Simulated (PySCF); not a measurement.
Several structures and their simulated spectra, in scrambled order.

A. `C=C1[C@@H](F)[C@@H]1F`
B. `O=C/C=C/C(=O)CC[SiH3]`
C. SMILES C(=C)/C(F)=C\F
D. `C=C1CO[C@H](C=O)C[SiH2]1`

Spectrum 1. 13C{1H} NMR (computed): δ 212.6 (C), 199.3 (CH), 155.4 (CH), 145.9 (CH), 39.5 (CH2), 4.2 (CH2).

Spectrum 2. 13C{1H} NMR (computed): δ 162.9 (C, dd, J = 304.6, 29.4 Hz), 150.7 (CH, dd, J = 330.7, 65.7 Hz), 129.9 (CH, dd, J = 18.3, 5.3 Hz), 121.9 (CH2, d, J = 2.5 Hz).

Spectrum 3. 13C{1H} NMR (computed): δ 141.6 (C), 127.9 (CH2, t, J = 1.7 Hz), 73.9 (CH, m).

Spectrum 4. 13C{1H} NMR (computed): δ 214.7 (CH), 149.9 (C), 133.9 (CH2), 84.0 (CH), 78.7 (CH2), 9.6 (CH2).

[PySCF: GIAO PBE0/pcSseg-1 shieldings; geometry: GFN2-xTB; J: B3LYP/pcJ-1 (spin–dipole term left out of most H,H and C,H couplings); no solvent model; single conformer; non-relativistic; one averaged value for each set of equivalent atoms]

δ = σ(ref) − σ, references computed at the same level: 13C (σref 186.93) against TMS. One-bond C–F couplings are unscaled and too large by tens of Hz. Shifts are as computed. Against solution values, carbons near 30 ppm lie about +3 ppm off and those near 130 ppm about +5 ppm. Of 1309 compounds with measured shifts, 239 miss one by over three times the rms of a fit or turn the order of signals round; such compounds aren't used in these exercises.

Problem. Which spectrum belongs to which compound?

Solution. 1–B, 2–C, 3–A, 4–D.

- Spectrum 1 (B): 6 13C signals; δC 212.6 is a ketone carbonyl carbon; δC 199.3 is an aldehyde carbonyl carbon.
- Spectrum 2 (C): 4 13C signals; δC 162.9 is a fully substituted alkene carbon; δC 150.7 is an alkene CH.
- Spectrum 3 (A): 3 13C signals; δC 141.6 is a fully substituted alkene carbon; δC 127.9 is a terminal =CH2 carbon.
- Spectrum 4 (D): 6 13C signals; δC 214.7 is an aldehyde carbonyl carbon; δC 149.9 is a fully substituted alkene carbon.
